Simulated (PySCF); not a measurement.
BFClBr, SMILES FB(Br)Cl. The structure is a stationary point at TPSSh-D3(BJ)/def2-SVP.

Computed equilibrium geometry at TPSSh-D3(BJ)/def2-SVP (PySCF confirms it by a frequency run) as Cartesian coordinates in Å, and its point group:
point group Cs.
```xyz
4

B     -0.4392    -0.5752     0.0000
F     -1.7362    -0.8025     0.0000
Cl     0.6641    -1.9327     0.0000
Br     0.1866     1.2273     0.0000
```
Charge 0, spin multiplicity 1.
